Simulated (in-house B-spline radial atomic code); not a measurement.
Settings and results of a run for Fe5+ (an excited or competing configuration). Method: Dirac-Hartree-Fock, average of configuration, Fermi nucleus of rms radius 3.7377 fm. Calculated with a B-spline radial code for spherical atoms.

Command:
```bash
python run_scf.py task.json out
```
Settings (nuclear radius in fm, mass in u):
```
Z                26
configuration    [Ne] 3s2 3p5 3d3 5f1
hamiltonian      dirac
method           hf
spin_polarised   False
nucleus          fermi
rms_radius       3.7377
atomic_mass      55.93494
speed_of_light   137.035999084
```

Output (hartree, bohr):
```
 radial grid: 70 intervals, B-splines of order 8, outer radius 25.4386 bohr

 iter        energy (Eh)    residual
    1      -1246.4253897    8.33e-01
    2      -1258.4701665    3.02e-01
    3      -1259.7581175    1.02e-01
    4      -1259.9332250    3.37e-02
    5      -1259.9556590    1.15e-02
    6      -1259.9581471    8.41e-04
    7      -1259.9581571    3.14e-05
    8      -1259.9581571    5.17e-06
    9      -1259.9581571    2.92e-07
   10      -1259.9581571    9.09e-09

 total energy                    -1259.958157
 kinetic                           1278.49997
 electron-nucleus                 -2937.66787
 electron-electron                  399.20974

 first-order corrections (not in the total)
   Gaunt                            0.51079
   retardation                     -0.04481
   frequency dependence            -0.00123
   self-energy                      0.34105
   Uehling                         -0.02884
   Wichmann-Kroll                   0.00018
   recoil                           0.00961

 orbital      occ     eigenvalue          <r>       <r^2>       <1/r>     <1/r^3>       r_max    small
 1s1/2      2.000     -267.99939    0.0584168  0.00458989     25.9837           -     0.03828  8.75e-03
 2s1/2      2.000      -36.62058     0.264807   0.0827789     5.62053           -      0.2216  1.63e-03
 2p1/2      2.000      -31.99277     0.232833   0.0666446     5.53086           -      0.1782  1.59e-03
 2p3/2      4.000      -31.52614     0.235782   0.0682118      5.4346     468.801      0.1807  1.57e-03
 3s1/2      2.000       -7.89707     0.772524    0.682201     1.82544           -      0.6852  3.79e-04
 3p1/2      1.667       -6.46060     0.792053    0.728071     1.72615           -      0.6883  3.48e-04
 3p3/2      3.333       -6.39265     0.798647    0.739972     1.70652     65.8034      0.6943  3.44e-04
 3d3/2      1.200       -4.27489     0.821046    0.808714     1.50469      7.5957      0.6414  2.75e-04
 3d5/2      1.800       -4.26676     0.822979    0.812324     1.50045     7.48946       0.643  2.74e-04
 5f5/2      0.429       -0.73770       5.0501     29.1496    0.256252   0.0593068       5.289  2.20e-05
 5f7/2      0.571       -0.73771      5.05005     29.1488    0.256246   0.0592773       5.289  2.20e-05
```

Cost of the run: 1.7 s on 1 thread of Arm Neoverse V1 (shared host).

For the Dirac Hamiltonian the kinetic term is c α·p + (β - 1)c².
